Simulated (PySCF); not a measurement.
Species: C₃H₈AlF₃S.
SMILES: `C[S@+]([AlH3-])CC(F)(F)F`

Vertical excitations from PySCF (density fitting, frozen core in the response, grid level 2 and gas phase unless stated; continuum runs use non-equilibrium linear response for the excitations) on a GFN2-xTB geometry. Reference run:

| settings | S1, eV (f) | S2, eV (f) | S3, eV (f) | S4, eV (f) | S5, eV (f) | S6, eV (f) | T1, eV (Tamm–Dancoff) | mean α (au) |
| --- | --- | --- | --- | --- | --- | --- | --- | --- |
| PBE0/def2-SVPD, full TDDFT, 6 singlets | 6.39 (0.001) | 6.45 (0.004) | 6.61 (0.004) | 6.81 (0.010) | 6.85 (0.005) | 6.95 (0.034) | 5.91 | 92.0 |

Task: What do these settings give: CAM-B3LYP/6-311G**, IEF-PCM acetonitrile, start guess vsap, full TDDFT, 1 singlet?

Result: 
```tsv
settings	S1, eV (f)	S2, eV (f)	S3, eV (f)	S4, eV (f)	S5, eV (f)	S6, eV (f)	T1, eV (Tamm–Dancoff)	mean α (au)
CAM-B3LYP/6-311G**, IEF-PCM acetonitrile, start guess vsap, full TDDFT, 1 singlet	6.84 (0.004)	–	–	–	–	–	–	106.6
```

S1 moves by +0.45 eV; functional, basis and environment change together, so the shift can't be laid on one. States are counted by energy in each run and needn't keep their character from row to row.

All basis functions are spherical, in the Pople sets too.

Task: Give the leading configurations of S1 (H = HOMO, L = LUMO) and the HOMO–LUMO gap of each run.

Result: 
| settings | S1 configurations (weight) | S1 (eV) | orbital gap (eV) | S1 − gap (eV) |
| --- | --- | --- | --- | --- |
| PBE0/def2-SVPD, full TDDFT, 6 singlets | H→L 0.76, H−2→L 0.12 | 6.39 | 7.63 | -1.24 |
| CAM-B3LYP/6-311G**, IEF-PCM acetonitrile, start guess vsap, full TDDFT, 1 singlet | H→L+1 0.50, H−2→L+1 0.27, H→L 0.09 | 6.84 | 10.18 | -3.34 |

Geometry: GFN2-xTB, one conformer.

Shape of the structure used: `[CH3:1][S@+:2]([AlH3-:3])[CH2:4][C:5]([F:6])([F:7])[F:8]`: C1–S2–C4–C5 -85°, S2–C4–C5–F6 64°.
